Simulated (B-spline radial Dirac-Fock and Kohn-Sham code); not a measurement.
Level of theory: the Dirac equation of a negative muon with reduced mass in the field of a spherical finite nucleus, with the Uehling potential to all orders; nuclear polarisation, deformation, hyperfine structure, self-energy, higher-order vacuum polarisation, relativistic recoil and electron screening are left out; a radial B-spline solver. The nuclear charge is a Fermi distribution (skin thickness 2.3 fm).

Question: A muonic atom of atomic mass 186.96 u emits these computed lines: 2p3/2 → 1s1/2 5794 keV, 3d5/2 → 2p3/2 2343 keV, 4f7/2 → 3d5/2 870.0 keV, 5g9/2 → 4f7/2 400.1 keV. Which element is it, and what rms charge radius was used?

Answer: Gold (Z = 79, nuclide ¹⁸⁷Au); the high transitions hardly feel the nucleus and fix Z. The 2p → 1s line lies 9037 keV below the value for a point nucleus without QED, which for this nuclear model gives a radius near 5.40 fm (5.4018 fm was used).
